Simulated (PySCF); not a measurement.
A TDDFT job, as run on SbMe2H (`[CH3][SbH][CH3]`).

The calculation used PySCF 2.14.0, density-fitted response routines, TDDFT wB97X-D/def2-SVPD, vertical, gas phase, core orbitals frozen in the response, def2 core potentials past Kr.

Input of the driver that calls PySCF (job settings, then Cartesian coordinates in Å):

```
{"job": {"kind": "uv", "xc": "wB97X-D", "basis": "def2-SVPD", "ip": true, "nstates": 10}, "charge": 0, "multiplicity": 1}
Sb    -0.3445    -0.6010     1.1290
C      1.4965    -0.6051    -0.0270
H      2.0988     0.2700     0.2558
H      1.2758    -0.5650    -1.1023
H      2.0718    -1.5150     0.1951
C     -1.2642     1.0033    -0.0141
H     -2.3442     1.0302     0.1888
H     -1.0982     0.8542    -1.0897
H     -0.8241     1.9621     0.2947
H     -1.0677    -1.8338     0.1700
```

The driver printed:

```
coarse grid: 35696 points
cycle   1  E = -319.1878393890  dE = -2.466e+01  |g| = 2.549e+00  |ddm| = 1.265e+01
cycle   2  E = -319.7940978612  dE = -6.063e-01  |g| = 2.015e+00  |ddm| = 1.310e+01
cycle   3  E = -320.6390861096  dE = -8.450e-01  |g| = 1.136e-01  |ddm| = 8.369e+00
cycle   4  E = -320.6443265778  dE = -5.240e-03  |g| = 7.325e-02  |ddm| = 7.291e-01
cycle   5  E = -320.6458785656  dE = -1.552e-03  |g| = 1.287e-02  |ddm| = 1.560e-01
cycle   6  E = -320.6460130465  dE = -1.345e-04  |g| = 2.893e-03  |ddm| = 1.161e-01
cycle   7  E = -320.6460201764  dE = -7.130e-06  |g| = 8.312e-04  |ddm| = 2.161e-02
final grid: 74064 points
cycle   8  E = -320.6469651146  dE = -1.093e-05  |g| = 1.613e-03  |ddm| = 1.691e-02
cycle   9  E = -320.6469654565  dE = -3.419e-07  |g| = 9.326e-04  |ddm| = 4.535e-03
cycle  10  E = -320.6469656269  dE = -1.704e-07  |g| = 1.350e-04  |ddm| = 1.810e-03
cycle  11  E = -320.6469656343  dE = -7.388e-09  |g| = 5.390e-05  |ddm| = 3.795e-04
cycle  12  E = -320.6469656361  dE = -1.856e-09  |g| = 1.147e-05  |ddm| = 2.999e-04
cycle  13  E = -320.6469656362  dE = -1.236e-10  |g| = 3.184e-06  |ddm| = 9.982e-05
converged SCF energy = -320.6469656362

Static polarisability (au): isotropic 71.951, principal 63.613 72.844 79.396

Singlet excitations
state   eV       nm        f      main configurations
  1   5.7663    215.0   0.13546   H->L 0.94
  2   5.8167    213.2   0.10101   H->L+1 0.95
  3   6.4241    193.0   0.20001   H->L+2 0.97
  4   7.3076    169.7   0.01592   H-1->L+1 0.82, H-2->L 0.12
  5   7.5340    164.6   0.11764   H->L+3 0.64, H-1->L 0.25
  6   7.6598    161.9   0.10808   H-2->L 0.76, H-1->L+1 0.12
  7   7.7626    159.7   0.07899   H-1->L 0.66, H->L+3 0.27
  8   8.1113    152.9   0.10239   H-2->L+1 0.88
  9   8.3103    149.2   0.03825   H->L+6 0.94
 10   8.3564    148.4   0.06530   H->L+5 0.62, H->L+8 0.25

Triplet excitations (Tamm-Dancoff, eV): 4.8529 4.8903 6.1956 6.6654
Vertical ionisation energy (delta-SCF) = 8.8384 eV
```

The SCF starts on a coarse grid; the energy jumps when the final grid takes over, and dE counts afresh there. The run used 128 basis functions and 13 SCF iterations for the ground state.

What transition dipole does the oscillator strength of state 3, the strongest, imply?

From f = (2/3)·ΔE·|μ|² in atomic units, ΔE = 0.2361 Eh and f = 0.2000 give |μ| = 1.13 au (2.87 D).

Geometry: PBE0-D3(BJ)/def2-SVP; no solvent, vibrations or thermal averaging. Atoms past krypton carry effective core potentials; spin–orbit coupling is left out.

wB97X-D is run here without its empirical dispersion term; that term would change no orbital, density or response property at a fixed geometry.
